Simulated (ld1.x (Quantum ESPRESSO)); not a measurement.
## Reading a pseudo-wave (Pb)

Columns: radius, all-electron u(r) and pseudo u(r) of the 6p shell (level -10.15 eV) of lead in the configuration [Xe] 4f14 5d10 6s2 6p1; LDA (PZ), scalar-relativistic, TM scheme, ld1.x (Quantum ESPRESSO) 7.5.

```
r (bohr)  all-electron  pseudo
   0.108       -0.1150  0.0021
   0.215        0.0430  0.0083
   0.322        0.1869  0.0186
   0.430        0.0743  0.0329
   0.538       -0.1115  0.0510
   0.645       -0.2449  0.0725
   0.752       -0.2961  0.0972
   0.860       -0.2750  0.1256
   0.968       -0.2042  0.1572
   1.075       -0.1066  0.1918
   1.182        0.0020  0.2300
   1.290        0.1118  0.2723
   1.398        0.2149  0.3182
   1.505        0.3071  0.3669
   1.612        0.3875  0.4175
   1.720        0.4564  0.4685
   1.828        0.5132  0.5167
   1.935        0.5584  0.5590
   2.042        0.5934  0.5935
   2.150        0.6196  0.6196
   2.258        0.6376  0.6376
   2.365        0.6484  0.6484
   2.472        0.6531  0.6531
   2.580        0.6524  0.6524
   2.688        0.6472  0.6472
   2.795        0.6383  0.6383
```

**Question.** How many radial nodes do the two functions have?

**Answer.** The all-electron 6p function has n − l − 1 = 4 (the table is too coarse to show those close to the nucleus); the pseudo-wave has 0, since the states of the same l below it are removed with the core.

**Question.** At about which radius was the pseudo-wave matched?

**Answer.** 2.15 bohr. The columns agree to 0.0005 from 2.04 bohr on; several derivatives are matched, so the curves merge somewhat inside the radius.

**Question.** Where does each function peak?

**Answer.** Outermost all-electron maximum near 2.47 bohr, pseudo maximum near 2.47 bohr (to the table’s step).

**Question.** Is the pseudo-wave norm-conserving?

**Answer.** Yes: the TM scheme keeps the norm inside the radius equal to the all-electron one, which fixes the energy derivative of the logarithmic derivative at the level.
